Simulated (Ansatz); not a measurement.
`CN(C)CO` + `[OH][Ti]([F])([Cl])[SeH]` → `C[O][Ti]([F])([Cl])[SeH]` + `CNCO`  (substitution at a C–N bond)

Computed with Ansatz on PBE0-D4/def2-TZVP structures; ΔE is electronic, products minus reactants. CCSD(T)/CBS adds triple-zeta CCSD(T) − MP2 to the extrapolated MP2 energy (def2 sets, frozen cores). DFT in def2-TZVPP. B3LYP here is the variant with VWN-RPA as its local correlation; programs differ in this. For Se, Ti outer-core shells are correlated without core-valence functions, which leaves a few kJ/mol of doubt a bond. Scalar relativity is left out up to krypton. Each species was taken in one conformer, which may not be the lowest.

```json
{"level": "PBE-D4", "ΔE (kJ/mol)": "13.7", "difference from CCSD(T)/CBS": "-2.0"}
{"level": "r2SCAN-D4", "ΔE (kJ/mol)": "15.0", "difference from CCSD(T)/CBS": "-0.7"}
{"level": "PBE0-D4", "ΔE (kJ/mol)": "14.8", "difference from CCSD(T)/CBS": "-0.9"}
{"level": "B3LYP-D4", "ΔE (kJ/mol)": "10.0", "difference from CCSD(T)/CBS": "-5.7"}
{"level": "ωB97X-V", "ΔE (kJ/mol)": "15.7", "difference from CCSD(T)/CBS": "0.0"}
{"level": "ωB97M-V", "ΔE (kJ/mol)": "18.6", "difference from CCSD(T)/CBS": "2.9"}
{"level": "B2PLYP", "ΔE (kJ/mol)": "8.3", "difference from CCSD(T)/CBS": "-7.4"}
{"level": "PBE", "ΔE (kJ/mol)": "11.0", "difference from CCSD(T)/CBS": "-4.7"}
{"level": "r2SCAN", "ΔE (kJ/mol)": "14.5", "difference from CCSD(T)/CBS": "-1.2"}
{"level": "PBE0", "ΔE (kJ/mol)": "12.7", "difference from CCSD(T)/CBS": "-3.0"}
{"level": "B3LYP", "ΔE (kJ/mol)": "5.7", "difference from CCSD(T)/CBS": "-10.0"}
{"level": "HF/def2-TZVPP", "ΔE (kJ/mol)": "3.0", "difference from CCSD(T)/CBS": "-12.7"}
{"level": "MP2/def2-TZVPP", "ΔE (kJ/mol)": "16.1", "difference from CCSD(T)/CBS": "0.4"}
{"level": "SCS-MP2/def2-TZVPP", "ΔE (kJ/mol)": "12.1", "difference from CCSD(T)/CBS": "-3.6"}
{"level": "CCSD/def2-TZVPP", "ΔE (kJ/mol)": "14.4", "difference from CCSD(T)/CBS": "-1.3"}
{"level": "CCSD(T)/def2-TZVPP", "ΔE (kJ/mol)": "14.0", "difference from CCSD(T)/CBS": "-1.7"}
{"level": "HF/def2-QZVPP", "ΔE (kJ/mol)": "2.9", "difference from CCSD(T)/CBS": "-12.8"}
{"level": "MP2/def2-QZVPP", "ΔE (kJ/mol)": "17.1", "difference from CCSD(T)/CBS": "1.4"}
{"level": "SCS-MP2/def2-QZVPP", "ΔE (kJ/mol)": "13.1", "difference from CCSD(T)/CBS": "-2.6"}
{"level": "HF/CBS(def2)", "ΔE (kJ/mol)": "2.9", "difference from CCSD(T)/CBS": "-12.8"}
{"level": "MP2/CBS(def2)", "ΔE (kJ/mol)": "17.8", "difference from CCSD(T)/CBS": "2.1"}
{"level": "CCSD/CBS(def2)", "ΔE (kJ/mol)": "16.1", "difference from CCSD(T)/CBS": "0.4"}
{"level": "CCSD(T)/CBS", "ΔE (kJ/mol)": "15.7", "difference from CCSD(T)/CBS": "0"}
```

Largest T1 diagnostic among the species: 0.023, so the coupled-cluster value is less sure than usual.

In def2-TZVPP, CCSD(T) changes the Hartree–Fock value by +11.0 kJ/mol (the triples alone add −0.4 kJ/mol) and MP2 by +13.1 kJ/mol. The D4 term adds +4.3 kJ/mol with B3LYP and +2.0 kJ/mol with PBE0; it sums over pairs of atoms, weighted by their polarisabilities, and B3LYP, whose exchange is more repulsive, gets the larger term.
